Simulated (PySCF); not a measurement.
# Sound and unsound settings

Molecule: `F[C@H]1OCC=C1Cl`, C$_{4}$H$_{4}$ClFO; geometry GFN2-xTB.

Bonds (- single, = double, # triple, : aromatic): F1-C2 1.394 Å, C2-O3 1.371 Å, O3-C4 1.429 Å, C4-C5 1.496 Å, C5=C6 1.327 Å, C6-Cl7 1.698 Å, C6-C2 1.514 Å. C2 carries H8; C4 carries H9, H10; C5 carries H11. Stereochemistry as in F[C@H]1OCC=C1Cl. H9 is cis to F1 on the ring; H10 is trans to F1 on the ring.

All runs: PySCF, non-relativistic, gas phase unless a solvent (IEF-PCM) is named; grid level 2, GIAOs and SCF threshold 1e-9 unless changed. The yardstick, PBE0/pcSseg-1, gives these isotropic shieldings σ (ppm, equivalent atoms averaged): C6 44.1, C5 50.8, C2 66.4, Cl7 779.4, H8 25.45, H11 25.46, H10 26.75.

Question: What do these inputs give? (1) PBE0/pcSseg-1; max_cycle 62; squeeze 1.3; altered: squeeze 1.3; (2) PBE0/6-311G**; max_cycle 65; mult 3; altered: mult 3

Answer: 
```
run    outcome  functions  wall time    C6    C5    C2    Cl7     H8    H11    H10
  1  converged        146       14 s  44.6  48.5  43.5  766.5  23.48  25.44  26.47
  2    refused          –       16 s     –     –     –      –      –      –      –
```

Times are on 1 thread of an Arm Neoverse V1, shared host.

Question: Comment on the technical settings and failures.

Answer: 
- Run 1: One bond was set to 1.3 of its length. The cycle limit changes the path of the SCF (12 cycles), not the solution, provided the same state is reached.
- Run 2: The program stopped with: NotImplementedError: this response code serves closed shells only; the SCF ended at -789.50246633 Eh with <S^2> = 2.0085 Charge 0 and multiplicity 3 describe another species than the intended molecule, on its geometry.

Runs 1, 2 were set up unsoundly or failed; their numbers aren't to be quoted as properties of the molecule.
